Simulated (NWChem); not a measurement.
BaCl2 anion, doublet; SMILES of the neutral closed-shell parent [Ba]([Cl])[Cl]

```xyz
3

Ba     0.7349     0.0000     0.0000
Cl    -0.5634     0.0000     2.6007
Cl    -0.5634     0.0000    -2.6007
```
Atoms are numbered in this order, from 1.

Level: B3LYP/def2-SVPD with def2 effective core potentials on Ba, spin-unrestricted (NWChem), optimised geometry, unscaled harmonic frequencies. This spin state was assumed; another may lie lower. The highest occupied level is positive, so the extra electron may be held by the finite basis. def2 effective core potentials on Ba; no spin-orbit coupling.

| frequency (cm⁻¹) | IR intensity (km/mol) |
|---|---|
| 41 | 3.2 |
| 211 | 29.0 |
| 220 | 66.9 |

```
Property                                                                                             Result
-----------------------------------------------------------------------------------------  ----------------
zero-point energy                                                                              0.7 kcal/mol
thermal correction to the enthalpy at 298.15 K (with zero-point energy)                        4.3 kcal/mol
heat capacity Cv                                                                           11.6 cal/(mol K)
entropy at 298.15 K and 1 atm (symmetry number 2, electronic part: spin degeneracy alone)  79.4 cal/(mol K)
```

Rigid rotor and harmonic oscillator; modes under 100 cm⁻¹ make the entropy uncertain.
